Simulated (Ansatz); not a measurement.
A trace of molecular dynamics of a periodic cell of 30 atoms, HC$_{2}$ (surface C(100)-2x1, underside capped with H, adsorbate H2, incident energy 20 eV, 20° from the normal).

Level of theory: DFT PBEsol, scalar-relativistic, plane waves, PAW in Ansatz 0.2.0. Settings: PAW set soft_1, cutoff 420 eV, k mesh 2x2x1, fermi-dirac smearing 0.05 eV, no spin polarisation.

```yaml
ensemble: NVE (velocity Verlet)
starting_velocities: zero, but for any typed in the input
atoms_held: 1 to 16
seed: 963732
```

| time (fs) | T (K) | potential energy less start (eV) | conserved less start (meV/atom) |
| --- | --- | --- | --- |
| 0.0 | 11052 | 0.000 | 0.00 |
| 9.0 | 6301 | 8.604 | 0.21 |
| 18.0 | 8974 | 3.689 | -2.36 |
| 27.0 | 9468 | 2.607 | -8.62 |
| 36.0 | 8440 | 4.579 | -4.93 |
| 45.0 | 8458 | 4.512 | -6.08 |
| 54.0 | 9363 | 2.824 | -7.72 |
| 63.0 | 8193 | 5.149 | -0.83 |
| 72.0 | 9227 | 3.209 | -3.13 |
| 81.0 | 4148 | 12.409 | -2.82 |
| 90.0 | 7142 | 6.992 | -2.77 |
| 99.0 | 9215 | 3.217 | -3.57 |
| 108.0 | 7289 | 6.716 | -3.12 |
| 117.0 | 6965 | 7.300 | -3.19 |
| 126.0 | 7507 | 6.319 | -3.23 |
| 135.0 | 7495 | 6.331 | -3.55 |
| 144.0 | 6576 | 8.007 | -3.13 |
| 153.0 | 5719 | 9.552 | -3.28 |
| 162.0 | 4395 | 11.957 | -3.00 |
| 171.0 | 6331 | 8.448 | -3.21 |
| 180.0 | 8337 | 4.823 | -2.97 |
| 189.0 | 4729 | 11.363 | -2.61 |
| 198.0 | 6585 | 7.970 | -3.81 |
| 207.0 | 6793 | 7.624 | -2.73 |
| 216.0 | 6498 | 8.147 | -3.13 |
| 225.0 | 7147 | 6.968 | -3.28 |

**Question.** Can this run be trusted? Judge the integration.

**Answer.** The conserved energy wandered by up to 12.7 meV per atom (net -3.3 meV per atom), which is poor conservation. A run of 0.23 ps of so small a system gives no equilibrium averages. Limits of this set-up: coarse k mesh, thin slab, slab without dipole correction, no dispersion correction for a molecule that may bind weakly, PAW files made for another functional. The time step was 0.75 fs.

Time of the run: 30 min on 1 thread of Arm Neoverse V2, with other jobs on the host, peak memory 0.65 GiB.
